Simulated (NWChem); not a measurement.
System meant: C$_{3}$H$_{7}$NSi; SMILES C=C/N=C/[SiH3]

Here is an NWChem input.

```
start job
memory heap 200 mb stack 900 mb global 1100 mb
geometry units angstroms noautoz
  C      0.420359     2.937761     0.000000
  C     -0.355309     1.847083     0.000000
  N      0.192850     0.569857     0.000000
  C     -0.591785    -0.440176     0.000000
  Si     0.164011    -2.174886     0.000000
  H      1.508114     2.833202     0.000000
  H     -0.013079     3.939721     0.000000
  H     -1.456146     1.933512     0.000000
  H     -1.696644    -0.297245     0.000000
  H      1.008230    -2.361484     1.217331
  H     -0.929512    -3.194583     0.000000
  H      1.008230    -2.361484    -1.217331
end
basis spherical
  * library def2-svp
end
dft
  odft
  mult 2
  xc pbe0
  iterations 150
  mulliken
end
task dft energy
```

End of the output:

```
                                 NWChem DFT Module
                                 -----------------

 Summary of "ao basis" -> "ao basis" (spherical)
 ------------------------------------------------------------------------------
       Tag                 Description            Shells   Functions and Types
 ---------------- ------------------------------  ------  ---------------------
 C                          def2-svp                 6       14   3s2p1d
 N                          def2-svp                 6       14   3s2p1d
 Si                         def2-svp                 8       18   4s3p1d
 H                          def2-svp                 3        5   2s1p

 Summary of "ao basis" -> "ao basis" (spherical)
 ------------------------------------------------------------------------------
       Tag                 Description            Shells   Functions and Types
 ---------------- ------------------------------  ------  ---------------------
 C                          def2-svp                 6       14   3s2p1d
 N                          def2-svp                 6       14   3s2p1d
 Si                         def2-svp                 8       18   4s3p1d
 H                          def2-svp                 3        5   2s1p

      Symmetry analysis of basis
      --------------------------

        a'         78
        a"         31

  number of electrons :                   46
  multiplicity        :                    2
 ------------------------------------------------------------------------
  no. of electrons and multiplicity not compatible                  46
 ------------------------------------------------------------------------
 ------------------------------------------------------------------------
  current input line :
    27: task dft energy
 ------------------------------------------------------------------------
 ------------------------------------------------------------------------
 There is an error in the input file
 ------------------------------------------------------------------------
 For more information see the NWChem manual at https://nwchemgit.github.io

0: no. of electrons and multiplicity not compatible:Received an Error in Communication
```

Q: What is wrong, and how is it mended?

A: The program refused the input. Cause: the multiplicity doesn't fit the number of electrons (an even count wants an odd multiplicity, and the reverse). This input runs:
```
start job
memory heap 200 mb stack 900 mb global 1100 mb
geometry units angstroms noautoz
  C      0.420359     2.937761     0.000000
  C     -0.355309     1.847083     0.000000
  N      0.192850     0.569857     0.000000
  C     -0.591785    -0.440176     0.000000
  Si     0.164011    -2.174886     0.000000
  H      1.508114     2.833202     0.000000
  H     -0.013079     3.939721     0.000000
  H     -1.456146     1.933512     0.000000
  H     -1.696644    -0.297245     0.000000
  H      1.008230    -2.361484     1.217331
  H     -0.929512    -3.194583     0.000000
  H      1.008230    -2.361484    -1.217331
end
basis spherical
  C library def2-svp
  N library def2-svp
  Si library def2-svp
  H library def2-svp
end
dft
  xc pbe0
  iterations 150
  mulliken
end
task dft energy
```
It converges to -462.16307 Ha (PBE0/def2-SVP).
